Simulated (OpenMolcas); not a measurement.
**OpenMolcas run: Cl2+**

Input:

```
&GATEWAY
Coord
1

Cl 0.0 0.0 0.0
Basis=ANO-L-VDZP
Group=XYZ
NoMove
AngMom=0.0 0.0 0.0
AMFI
&SEWARD
&RASSCF
FileOrb=start.orb
Symmetry=2
Spin=4
nActEl=3 0 0
Inactive=3 3
Ras2=0 3
CIRoot=1 1 1
SDav=1
CIMx=300
Iter=120 100
PrWF=0.3
OrbListing=Nothing
MaxOrb=0
Atom
>>> COPY $Project.JobIph JOB001
&RASSCF
FileOrb=start.orb
Symmetry=2
Spin=2
nActEl=3 0 0
Inactive=3 3
Ras2=0 3
CIRoot=8 8 1
SDav=8
CIMx=300
Iter=120 100
PrWF=0.3
OrbListing=Nothing
MaxOrb=0
Atom
>>> COPY $Project.JobIph JOB002
&RASSI
NrOfJobIphs=2 1 8
1
1 2 3 4 5 6 7 8
IphNames
JOB001
JOB002
EJob
SpinOrbit
DIPRint=1.0
SOCoupling=1000.0
Subsets=2
MEES
Property=10
'ANGMOM' 1 'ANGMOM' 2 'ANGMOM' 3 'MLTPL  1' 1 'MLTPL  1' 2 'MLTPL  1' 3
'AMFI' 1 'AMFI' 2 'AMFI' 3 'MLTPL  2' 6
SOProperty=3
'ANGMOM' 1 'ANGMOM' 2 'ANGMOM' 3
```

Launched by
```bash
OMP_NUM_THREADS=1 MOLCAS_MEM=2252 MOLCAS_PROJECT=a pymolcas a.inp > a.log  # once for each step of the input, in one work folder
```

A driver script runs the steps one by one and writes start.orb anew before each from the orbitals found so far.

Output, cut to the results:

```
--- SEWARD ---
Basis set label: CL.ANO-L...4S3P1D.

      Electronic valence basis set:
      ------------------
      Associated Effective Charge  17.000000 au
      Associated Actual Charge     17.000000 au
      Nuclear Model: Point charge

      Shell  nPrim  nBasis  Cartesian Spherical Contaminant
         s      17       4        X
         p      12       3        X
         d       5       1                 X
                  Atomic mean-field integrals
--- RASSCF ---
Wave function specifications:
      -----------------------------

      Number of closed shell electrons          12
      Number of electrons in active shells       3
      Max number of holes in RAS1 space          0
      Max nr of electrons in RAS3 space          0
      Number of inactive orbitals                6
      Number of active orbitals                  3
      Number of secondary orbitals               9
      Spin quantum number                      1.5
      State symmetry                             2
Orbital specifications:
      -----------------------

      Symmetry species                           1   2
                                                ag  au
      Frozen orbitals                            0   0
      Inactive orbitals                          3   3
      Active orbitals                            0   3
      RAS1 orbitals                              0   0
      RAS2 orbitals                              0   3
      RAS3 orbitals                              0   0
      Secondary orbitals                         6   3
      Deleted orbitals                           0   0
      Number of basis functions                  9   9
      Number of CSFs                             1
      Number of root(s) required                 1
      Iter CI   SX   CI       RASSCF       Energy    max ROT     max BLB   max BLB  Level Ln srch  Step   QN
          iter iter root      energy       change     param      element    value   shift minimum  type update
 Nr of preliminary CI iterations:   1
        1   1    5    1  -458.07661565    0.00E+00   1.88E-01*   3   4 1  3.01E-01*  0.00   0.00    SX    NO
        2   1    4    1  -458.22346548   -1.47E-01*  2.83E-03    2   4 1  2.02E-02*  0.00   0.00    SX    NO
        3   1    3    1  -458.22369428   -2.29E-04* -5.36E-04    3   4 1  1.85E-03*  0.00   0.00    SX    NO
        4   1    3    1  -458.22369569   -1.40E-06* -9.66E-05    3   4 1  3.33E-04*  0.00   0.00    SX    NO
        5   1    3    1  -458.22369573   -4.04E-08* -2.05E-05    3   4 1  5.83E-05   0.00   1.21    QN   YES
        6   1    2    1  -458.22369573   -1.29E-09   7.35E-08    2   5 2  1.63E-07   0.00   1.00    QN   YES
      Convergence after  6 iterations
        7   1    2    1  -458.22369573    1.14E-13   7.35E-08    2   4 1  1.38E-08   0.00   1.00    QN   YES
      Natural orbitals and occupation numbers for root  1
      sym 2:   1.000000   1.000000   1.000000
::    RASSCF root number  1 Total energy:   -458.22369573
--- RASSCF ---
Wave function specifications:
      -----------------------------

      Number of closed shell electrons          12
      Number of electrons in active shells       3
      Max number of holes in RAS1 space          0
      Max nr of electrons in RAS3 space          0
      Number of inactive orbitals                6
      Number of active orbitals                  3
      Number of secondary orbitals               9
      Spin quantum number                      0.5
      State symmetry                             2
Orbital specifications:
      -----------------------

      Symmetry species                           1   2
                                                ag  au
      Frozen orbitals                            0   0
      Inactive orbitals                          3   3
      Active orbitals                            0   3
      RAS1 orbitals                              0   0
      RAS2 orbitals                              0   3
      RAS3 orbitals                              0   0
      Secondary orbitals                         6   3
      Deleted orbitals                           0   0
      Number of basis functions                  9   9
      Number of CSFs                             8
      Number of root(s) required                 8
      Iter CI   SX   CI       RASSCF       Energy    max ROT     max BLB   max BLB  Level Ln srch  Step   QN
...
--- RASSI ---
SPIN-FREE ENERGIES:
  (Shifted by EMIN (a.u.) =       -458.2236957291)

 SF State       Relative EMIN(au)   Rel lowest level(eV)    D:o, cm**(-1)      L_eff

     1             0.0000000000        0.0000000000              0.0000         0.0
     2             0.1033382651        2.8119774447          22680.1276         2.0
     3             0.1033382651        2.8119774447          22680.1276         2.0
     4             0.1033382651        2.8119774447          22680.1276         2.0
     5             0.1033382651        2.8119774447          22680.1276         2.0
     6             0.1033382651        2.8119774447          22680.1276         2.0
     7             0.1716943010        4.6720399395          37682.5434         1.0
     8             0.1716943010        4.6720399395          37682.5434         1.0
     9             0.1716943010        4.6720399395          37682.5434         1.0
     Dipole printing threshold changed to   1.00000000E+00
Eigenvalues of complex Hamiltonian:
   -----------------------------------
  (Shifted by EMIN (a.u.) =       -458.2236957291)

 SO State       Relative EMIN(au)   Rel lowest level(eV)    D:o, cm**(-1)     J-value

     1            -0.0000638323        0.0000000000              0.0000         1.2
     2            -0.0000638323        0.0000000000              0.0000         1.0
     3            -0.0000638323        0.0000000000              0.0000         1.3
     4            -0.0000638323        0.0000000000              0.0000         1.2
     5             0.1031413589        2.8083563203          22650.9213         1.1
     6             0.1031413589        2.8083563203          22650.9213         1.1
     7             0.1031413589        2.8083563203          22650.9213         1.2
     8             0.1031413589        2.8083563203          22650.9213         1.2
     9             0.1033382651        2.8137144097          22694.1372         2.2
...
```

The J values that RASSI prints are effective ones from its own formula and need not be integers or half-integers; the table below assigns J from the states.

Levels above the lowest, from the spin-orbit matrix, grouped by J:

| Configuration | Term | J | E (cm-1) | Measured (cm-1) | Term weight % |
| --- | --- | --- | --- | --- | --- |
| 3s2 3p3 | 4S* | 3/2 | 0.0 | 0.0 | 100 |
| 3s2 3p3 | 2D* | 3/2 | 22651 | 18053 | 100 |
| 3s2 3p3 | 2D* | 5/2 | 22694 | 18120 | 100 |
| 3s2 3p3 | 2P* | 1/2 | 37697 | 29812 | 100 |
| 3s2 3p3 | 2P* | 3/2 | 37754 | 29907 | 100 |

Against the 4 measured excited levels shown (Moore, Atomic Energy Levels, vol. I, NSRDS-NBS 35 (1971 reprint of NBS Circular 467, 1949)) the mean absolute deviation is 6200 cm-1; the largest miss in energy is 3s2 3p3 2P* 1/2: computed 37697, measured 29812 cm-1 (+26.4 %).

With the s shell closed, the reference lacks s² → p² mixing. Computed and measured levels are paired by configuration, term and J; levels that our copy of the source lacks, or whose pairing is in doubt (as where it misses far off the trend of its configuration), stay unpaired and out of the deviations. Only configurations of the active space appear.

The RASSCF and RASSI steps took 2.4 s on 1 thread of Arm Neoverse V1 (shared host); the integral step is not counted.

The term weight is that of the spin-free term in the level, not the purity of its configuration. * marks odd parity.
